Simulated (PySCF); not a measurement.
C3H6O2Si, SMILES O[SiH2][C@H]1OC=C1. Atoms are numbered in the order given.

```xyz
12

O      2.2703     0.6197    -0.3360
Si     1.1689    -0.5218     0.1814
C     -0.4897     0.2948     0.6116
C     -1.7043    -0.6008     0.6735
C     -2.0689    -0.0711    -0.5094
O     -1.0299     0.8231    -0.6714
H      2.0045     1.1372    -1.1065
H      0.8665    -1.5440    -0.8601
H      1.7664    -1.1471     1.3898
H     -0.4220     1.1083     1.3534
H     -2.0787    -1.3570     1.3572
H     -2.8473    -0.1722    -1.2685
```

Geometry optimised at B3LYP-D3(BJ)/def2-SVP. The structure was generated by enumeration; whether it is a known compound was not checked. The values are those of a single conformer.

All values below come from SMD-ωB97X/6-31G* (PySCF).

Solvation free energies are E(SMD) − E(gas) at the gas-phase geometry, for 1 M in both phases. In vacuum the dipole moment is 1.55 D.

Computed solvation free energies in water, toluene, ethanol:
| solvent | ΔG(solv) (kcal/mol) | its non-electrostatic (CDS) part | dipole (D) |
|---|---|---|---|
| water | -5.5 | 3.8 | 1.97 |
| toluene | -4.1 | -1.8 | 1.67 |
| ethanol | -7.1 | 1.2 | 1.91 |
